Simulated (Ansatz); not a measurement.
Species: C9H10SSi, SMILES `Cc1c([SiH3])ccc2sccc12` (charge 0, multiplicity 1), formula C9H10SSi.

How many basis functions does Ansatz (a quantum-chemistry and plane-wave program) with frozen-core CCSD(T)/cc-pVDZ // B3LYP-D3(BJ)/def2-SVP use, how many core orbitals are frozen, and how many electrons are correlated?

212 basis functions and 19 frozen orbitals, which leaves 56 correlated electrons. Core time is of the order of minutes.
